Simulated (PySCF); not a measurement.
Electron correlation in In (indium, neutral)

[Kr] 4d10 5s2 5p1, 2P determinant. Computed with PySCF 2.14 in aug-cc-pVQZ-DK3 (9s8p6d3f2g, 102 functions), with the spin-free X2C one-electron Hamiltonian (Gaussian nucleus). Frozen: [Kr] 4d10; 3 electrons correlated.

MP2 pair energies summed by pair of shells (mhartree):

| pair | energy | share (%) |
| --- | --- | --- |
| 5s-5s | -18.44 | 57.9 |
| 5s-5p | -13.42 | 42.1 |

Total MP2 correlation energy: -31.86 mhartree.

Same-spin part -2.34 and opposite-spin part -29.52 mhartree; SCS-MP2 scales them by 1/3 and 6/5 to -36.21 mhartree.
